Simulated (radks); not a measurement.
All-electron atom: Rb+ in [Kr].

Method: scalar-relativistic Kohn-Sham, PBEsol, spin-polarised, spherical densities, finite nucleus; Fermi nuclear charge, rms radius 4.2036 fm; computed with a radial shooting solver on a logarithmic mesh with Libxc functionals.

Energy parts (hartree):
total: -2979.16640
kinetic: 3050.83350
electron-nucleus: -7174.23551
Hartree: 1242.91668
exchange-correlation: -98.68108

Orbitals (lengths in bohr, moments of r in powers of bohr; r(90%) holds 90 % of the orbital's charge):
[
 {"orbital": "1s", "occ.": "2", "eigenvalue (hartree)": "-552.2880", "<r^2>": "0.002190", "r(90%)": "0.0721"},
 {"orbital": "2s", "occ.": "2", "eigenvalue (hartree)": "-73.96288", "<r^2>": "0.03733", "r(90%)": "0.275"},
 {"orbital": "2p", "occ.": "6", "eigenvalue (hartree)": "-65.60816", "<r^2>": "0.02945", "r(90%)": "0.253"},
 {"orbital": "3s", "occ.": "2", "eigenvalue (hartree)": "-11.14606", "<r^2>": "0.2999", "r(90%)": "0.759"},
 {"orbital": "3p", "occ.": "6", "eigenvalue (hartree)": "-8.46718", "<r^2>": "0.3150", "r(90%)": "0.790"},
 {"orbital": "3d", "occ.": "10", "eigenvalue (hartree)": "-4.03284", "<r^2>": "0.3384", "r(90%)": "0.856"},
 {"orbital": "4s", "occ.": "2", "eigenvalue (hartree)": "-1.38249", "<r^2>": "2.407", "r(90%)": "2.14"},
 {"orbital": "4p", "occ.": "6", "eigenvalue (hartree)": "-0.79532", "<r^2>": "3.397", "r(90%)": "2.59"}
]

The highest occupied level is 4p at -21.642 eV. Summed over all electrons, <r^2> = 31.33 bohr^2, which gives a Langevin (diamagnetic) susceptibility term of -24.8 x 10^-6 cm^3/mol.

Run on one thread of a shared host, so times are rough (Arm Neoverse V2): 0.16 s of CPU time, 0.16 s wall, 14 iterations on 2314 mesh points.
